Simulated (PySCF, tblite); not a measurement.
Isomers of C5H4ClF, one GFN2-xTB conformer each. Single-point energies are computed at PBE0/pcSseg-1 (PySCF, gas phase, no added dispersion term), electronic only.

| SMILES | GFN2-xTB relative energy (kJ/mol) |
| --- | --- |
| C=C1C(F)=C1CCl | 228.3 |
| FC1=C[C@H](Cl)C=C1 | 0.0 |

Conformers: `[CH2:1]=[C:2]1[C:3]([F:4])=[C:5]1[CH2:6][Cl:7]` with C3–C5–C6–Cl7 -2°.

What does PBE0/pcSseg-1 give for the same structures?

| SMILES | PBE0/pcSseg-1 E (Eh) | PBE0/pcSseg-1 (kJ/mol) | GFN2-xTB (kJ/mol) | point group |
| --- | --- | --- | --- | --- |
| FC1=C[C@H](Cl)C=C1 | -752.40577 | 0.0 | 0.0 | C1 |
| C=C1C(F)=C1CCl | -752.32165 | 220.9 | 228.3 | – |

Both levels put the same isomer lowest. As drawn, the higher has a three-membered ring, which the lower lacks.

Which frontier levels, dipoles and rotational constants go with these structures?

```csv
SMILES,"HOMO (eV, PBE0/pcSseg-1)",LUMO (eV),dipole (D),"A, B, C (MHz)"
FC1=C[C@H](Cl)C=C1,-6.94,-1.70,1.74,"5338, 1374, 1182"
C=C1C(F)=C1CCl,-6.42,-0.28,1.65,"3760, 1251, 944.3"
```

What happens when harmonic zero-point energies from GFN2-xTB frequencies are added?

```csv
SMILES,ZPE (kJ/mol),electronic (kJ/mol),with ZPE (kJ/mol)
FC1=C[C@H](Cl)C=C1,193.1,0.0,0.0
C=C1C(F)=C1CCl,185.8,220.9,213.6
```

The zero-point energies span 7.3 kJ/mol. The order is unchanged.
